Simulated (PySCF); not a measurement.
Ga(F)(Et)(OH) (C2H6FGaO), SMILES C[CH2][Ga]([OH])[F].

Coordinates come from a PBE-D3(BJ)/def2-SVP optimisation. The structure was generated by enumeration; whether it is a known compound was not checked. Other conformers were not sampled.

These are PBE-D3(BJ)/def2-SVP in PySCF values and carry that method's errors.

Frequencies are harmonic and unscaled.

```json
[
 {"mode": "1", "ν (cm⁻¹)": "33", "IR (km/mol)": "2.7", "moving atoms (share of kinetic energy)": "H 42 %, C 33 %, F 20 %"},
 {"mode": "2", "ν (cm⁻¹)": "82", "IR (km/mol)": "5.4", "moving atoms (share of kinetic energy)": "O 30 %, C 25 %, H 17 %, F 14 %, Ga 13 %"},
 {"mode": "3", "ν (cm⁻¹)": "137", "IR (km/mol)": "14.2", "moving atoms (share of kinetic energy)": "Ga 32 %, H 30 %, O 20 %, F 16 %"},
 {"mode": "4", "ν (cm⁻¹)": "191", "IR (km/mol)": "12.9", "moving atoms (share of kinetic energy)": "F 47 %, O 30 %, Ga 12 %"},
 {"mode": "5", "ν (cm⁻¹)": "231", "IR (km/mol)": "3.1", "moving atoms (share of kinetic energy)": "H 74 %, C 12 %, Ga 10 %"},
 {"mode": "6", "ν (cm⁻¹)": "261", "IR (km/mol)": "7.5", "moving atoms (share of kinetic energy)": "C 55 %, H 21 %, Ga 17 %"},
 {"mode": "7", "ν (cm⁻¹)": "340", "IR (km/mol)": "71.4", "moving atoms (share of kinetic energy)": "H 92 %"},
 {"mode": "8", "ν (cm⁻¹)": "523", "IR (km/mol)": "4.9", "moving atoms (share of kinetic energy)": "C 62 %, H 20 %"},
 {"mode": "9", "ν (cm⁻¹)": "623", "IR (km/mol)": "22.9", "moving atoms (share of kinetic energy)": "H 79 %, C 19 %"},
 {"mode": "10", "ν (cm⁻¹)": "670", "IR (km/mol)": "63.1", "moving atoms (share of kinetic energy)": "F 48 %, O 27 %, Ga 20 %"},
 {"mode": "11", "ν (cm⁻¹)": "688", "IR (km/mol)": "99.0", "moving atoms (share of kinetic energy)": "O 48 %, F 27 %, Ga 24 %"},
 {"mode": "12", "ν (cm⁻¹)": "789", "IR (km/mol)": "94.6", "moving atoms (share of kinetic energy)": "H 90 %"},
 {"mode": "13", "ν (cm⁻¹)": "918", "IR (km/mol)": "1.1", "moving atoms (share of kinetic energy)": "H 90 %, C 9 %"},
 {"mode": "14", "ν (cm⁻¹)": "941", "IR (km/mol)": "5.3", "moving atoms (share of kinetic energy)": "H 82 %, C 17 %"},
 {"mode": "15", "ν (cm⁻¹)": "1028", "IR (km/mol)": "6.8", "moving atoms (share of kinetic energy)": "C 73 %, H 27 %"},
 {"mode": "16", "ν (cm⁻¹)": "1171", "IR (km/mol)": "2.7", "moving atoms (share of kinetic energy)": "H 64 %, C 36 %"},
 {"mode": "17", "ν (cm⁻¹)": "1200", "IR (km/mol)": "2.0", "moving atoms (share of kinetic energy)": "H 78 %, C 22 %"},
 {"mode": "18", "ν (cm⁻¹)": "1348", "IR (km/mol)": "3.9", "moving atoms (share of kinetic energy)": "H 83 %, C 17 %"},
 {"mode": "19", "ν (cm⁻¹)": "1381", "IR (km/mol)": "4.1", "moving atoms (share of kinetic energy)": "H 89 %, C 11 %"},
 {"mode": "20", "ν (cm⁻¹)": "1422", "IR (km/mol)": "2.3", "moving atoms (share of kinetic energy)": "H 97 %"},
 {"mode": "21", "ν (cm⁻¹)": "1429", "IR (km/mol)": "8.0", "moving atoms (share of kinetic energy)": "H 97 %"},
 {"mode": "22", "ν (cm⁻¹)": "2963", "IR (km/mol)": "29.0", "moving atoms (share of kinetic energy)": "H 97 %"},
 {"mode": "23", "ν (cm⁻¹)": "2987", "IR (km/mol)": "6.4", "moving atoms (share of kinetic energy)": "H 95 %"},
 {"mode": "24", "ν (cm⁻¹)": "3035", "IR (km/mol)": "0.1", "moving atoms (share of kinetic energy)": "H 91 %, C 9 %"},
 {"mode": "25", "ν (cm⁻¹)": "3042", "IR (km/mol)": "15.0", "moving atoms (share of kinetic energy)": "H 91 %, C 9 %"},
 {"mode": "26", "ν (cm⁻¹)": "3056", "IR (km/mol)": "18.7", "moving atoms (share of kinetic energy)": "H 91 %, C 9 %"},
 {"mode": "27", "ν (cm⁻¹)": "3734", "IR (km/mol)": "39.1", "moving atoms (share of kinetic energy)": "H 94 %"}
]
```
